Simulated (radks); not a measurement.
Charge is removed step by step from the 2p level of neutral boron, starting from [He] 2s2 2p1. Method: non-relativistic Kohn-Sham, PBEsol, spin-unpolarised, spherical densities, point nucleus; computed with a radial shooting solver on a logarithmic mesh with Libxc functionals.

| removed (e) | E - E(0) (eV) | eigenvalue (eV) | E minus straight line (eV) |
|---|---|---|---|
| 0 | 0.000 | -3.557 | 0.000 |
| 0.25 | 1.150 | -5.677 | -0.886 |
| 0.5 | 2.856 | -8.012 | -1.214 |
| 0.75 | 5.172 | -10.540 | -0.935 |
| 1 | 8.142 | -13.249 | 0.000 |

Removing the whole electron costs 8.142 eV by Delta-SCF, against 3.557 eV from minus the eigenvalue at the starting occupation. Slater's transition state (half an electron removed) gives 8.012 eV. Integrating minus the eigenvalue over the occupation (Janak's theorem) gives 8.142 eV. The mean slope of the eigenvalue, de/dn, is 9.69 eV per electron. Ionisation energy of B in the NIST Atomic Spectra Database: 8.298 eV (measured).

Beside tabulated values, note that spin-unpolarised runs miss the spin-polarisation part of the exchange energy of open shells.
